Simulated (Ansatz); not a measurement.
```yaml
crystal:
  periodic: [false, false, false]
  atoms:
    - {symbol: C, position_ang: [-3.637919, -0.708737, 0.991332]}
    - {symbol: C, position_ang: [-2.508078, 0.143265, 0.412601]}
    - {symbol: C, position_ang: [-1.955007, -0.411710, -0.904180]}
    - {symbol: C, position_ang: [-0.792363, 0.387500, -1.507764]}
    - {symbol: N, position_ang: [0.420660, 0.377533, -0.699071]}
    - {symbol: C, position_ang: [0.660467, 1.235615, 0.374071]}
    - {symbol: C, position_ang: [2.035889, 0.946829, 0.864576]}
    - {symbol: N, position_ang: [2.224838, -0.398060, 0.284742]}
    - {symbol: C, position_ang: [3.495129, -1.073680, 0.400412]}
    - {symbol: C, position_ang: [1.355481, -0.578647, -0.771679]}
    - {symbol: H, position_ang: [-4.493090, -0.791028, 0.286300]}
    - {symbol: H, position_ang: [-4.027008, -0.281704, 1.938542]}
    - {symbol: H, position_ang: [-3.291946, -1.741679, 1.210642]}
    - {symbol: H, position_ang: [-2.868087, 1.183773, 0.241804]}
    - {symbol: H, position_ang: [-1.672494, 0.234219, 1.140411]}
    - {symbol: H, position_ang: [-1.622652, -1.464332, -0.758715]}
    - {symbol: H, position_ang: [-2.764803, -0.448716, -1.668197]}
    - {symbol: H, position_ang: [-0.529637, -0.015835, -2.507072]}
    - {symbol: H, position_ang: [-1.084827, 1.448783, -1.652819]}
    - {symbol: H, position_ang: [0.177516, 2.219438, 0.394510]}
    - {symbol: H, position_ang: [2.195832, 0.905820, 1.968259]}
    - {symbol: H, position_ang: [3.408557, -2.109534, 0.013157]}
    - {symbol: H, position_ang: [3.787170, -1.128410, 1.469894]}
    - {symbol: H, position_ang: [4.312400, -0.550316, -0.145746]}
    - {symbol: H, position_ang: [1.303114, -1.468822, -1.405944]}
    - {symbol: O, position_ang: [3.071774, 1.888312, 0.458611]}
    - {symbol: H, position_ang: [2.799074, 2.200114, -0.428676]}
basis:
  gaussian: {orbitals: aug-cc-pVDZ}
total_charge: 1
magnetization: {spin_polarized: true, initial_magnetization: 1}
hamiltonian: {xc: {name: wB97X}}
scf: {lower_state_search: off}
output: {forces: true}
```

```sh
$ ansatz run in.yaml --threads 4 --pin off --events-out ev --progress --plain --max-ram 6963MiB
```

(1) Does this run fit into the memory that it is given?

Results:

(1) No. It has 397 basis functions, and the program plans for 7 GiB where 7 GiB are given.
